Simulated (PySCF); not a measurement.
Compound: 2-ethenylphenol, C₈H₈O.
SMILES with atom numbers: `[CH2:1]=[CH:2][c:3]1[cH:4][cH:5][cH:6][cH:7][c:8]1[OH:9]` (hydrogens: H10, H11 on C1; H12 on C2; H13 on C4; H14 on C5; H15 on C6; H16 on C7; H17 on O9)

The geometry is computed with GFN2-xTB (gas phase).

Problem. What internal coordinates does the optimisation give?

Solution. 
| bond | length (bohr) | order |
| --- | --- | --- |
| C1=C2 | 2.509 | double |
| C2–C3 | 2.753 | single |
| C3–C4 | 2.633 | aromatic |
| C4–C5 | 2.611 | aromatic |
| C5–C6 | 2.616 | aromatic |
| C6–C7 | 2.613 | aromatic |
| C7–C8 | 2.623 | aromatic |
| C8–O9 | 2.575 | single |
| C3–C8 | 2.658 | aromatic |
| C1–H10 | 2.034 | single |
| C1–H11 | 2.034 | single |
| C2–H12 | 2.043 | single |
| C4–H13 | 2.038 | single |
| C5–H14 | 2.040 | single |
| C6–H15 | 2.040 | single |
| C7–H16 | 2.047 | single |
| O9–H17 | 1.823 | single |

Orders are formal, as drawn. A selection of angles:
| angle | degrees |
| --- | --- |
| C1–C2–C3 | 126.6 |
| C2–C3–C4 | 123.4 |
| C2–C3–C8 | 118.8 |
| C4–C3–C8 | 117.8 |
| C3–C4–C5 | 121.7 |
| C4–C5–C6 | 119.9 |
| C5–C6–C7 | 119.7 |
| C6–C7–C8 | 120.6 |
| C7–C8–O9 | 120.9 |
| C3–C8–C7 | 120.4 |
| C3–C8–O9 | 118.7 |
| H17–O9–C8 | 109.4 |

Torsions: C1–C2–C3–C4 8° (synperiplanar); H17–O9–C8–C7 0° (synperiplanar). The mirror-image conformer, all signs reversed, is as good.

Of the pairs four or more bonds apart, O9···H12 is among the closest relative to their van der Waals radii: 2.32 Å, 85 % of the sum of Bondi's values. The 6-membered ring C3–C4–C5–C6–C7–C8 has internal angles of 117.8° to 121.7°; it is planar, 0.00 Å rms from its mean plane, widest ring torsion 0°. The 8 C–C bonds span 1.328 Å (C1=C2, drawn double) to 1.457 Å (C2–C3, drawn single), a spread of 0.129 Å.

Point group: near Cs, missed by 0.36 Å at most; the miss may be what the optimiser left on a soft mode. No GFN2-xTB frequencies stand behind this structure, so it isn't proved a minimum. One conformer, not necessarily the lowest (C1–C2–C3–C4 8°, C7–C8–O9–H 0°).
